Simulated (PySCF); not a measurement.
# Ionisation energy of As by level of theory

As [Ar] 3d10 4s2 4p3 (4S) → As⁺ [Ar] 3d10 4s2 4p2 (3P), as a difference of total energies. Computed with PySCF 2.14 in x2c-QZVPPall (11s8p5d4f1g, 97 functions), with scalar relativity by spin-free X2C-1e. Correlated levels: valence: [Ar] 3d10 frozen; valence and next inner shell: [Ne] frozen. The calculations carry no spin-orbit coupling.

| method | ionisation energy (eV) | plus first-order spin-orbit estimate | error of that sum (eV) |
| --- | --- | --- | --- |
| UHF | 9.407 | 9.216 | -0.573 |
| LDA | 10.022 | 9.831 | +0.042 |
| PBE | 9.876 | 9.684 | -0.105 |
| PBE0 | 9.937 | 9.745 | -0.044 |
| r2SCAN | 10.082 | 9.890 | +0.101 |
| wB97M-V | 9.741 | 9.550 | -0.239 |
| wB97X | 9.664 | 9.472 | -0.317 |
| M06 | 9.577 | 9.386 | -0.403 |
| M06-L | 9.581 | 9.390 | -0.399 |
| ROHF | 9.491 | 9.300 | -0.489 |
| MP2 (valence) | 9.918 | 9.727 | -0.062 |
| SCS-MP2 (valence) | 9.768 | 9.577 | -0.212 |
| MP2 (valence and next inner shell) | 10.020 | 9.829 | +0.040 |
| SCS-MP2 (valence and next inner shell) | 9.836 | 9.645 | -0.144 |

Reference: 9.789 eV (measured; NIST Atomic Spectra Database, ionization energies).

A first-order spin-orbit estimate (lowest level to lowest level, LS coupling) adds -0.191 eV.

Errors of the correlated levels include the incompleteness of this basis and the frozen core.
